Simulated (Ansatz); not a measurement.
Two isomers of CH6FNSn: A = `[CH3][SnH]([NH2])[F]`, B = `FC[NH][SnH3]`.

Computed with Ansatz on PBE0-D4/def2-TZVP structures; ΔE is electronic, products minus reactants. CBS: MP2 limit from def2 TZ/QZ plus the TZ coupled-cluster correction, frozen cores. DFT in def2-TZVPP. B3LYP here is the variant with VWN-RPA as its local correlation; programs differ in this. def2 core potentials past Kr. For Sn outer-core shells are correlated without core-valence functions, which leaves a few kJ/mol of doubt a bond. One conformer a species, not always the lowest.

**Question.** Which isomer does CCSD(T)/CBS put lower? Give the gap. (An estimate is asked.)

**Answer.** Computed: A, by 46.1 kcal/mol.

**Question.** Give E(B) − E(A) in kcal/mol with PBE0-D4, CCSD(T)/def2-TZVPP, CCSD/def2-TZVPP, MP2/def2-TZVPP, ωB97M-V, B3LYP-D4, PBE-D4. (An estimate is asked.)

**Answer.** Computed: PBE0-D4 40.7, CCSD(T)/def2-TZVPP 42.1, CCSD/def2-TZVPP 42.0, MP2/def2-TZVPP 45.5, ωB97M-V 41.8, B3LYP-D4 41.5, PBE-D4 40.6. None reverses the order clearly.

Largest T1 diagnostic: 0.013.

In def2-TZVPP, CCSD(T) changes the Hartree–Fock value by +1.5 kcal/mol (the triples alone add +0.1 kcal/mol) and MP2 by +4.9 kcal/mol.
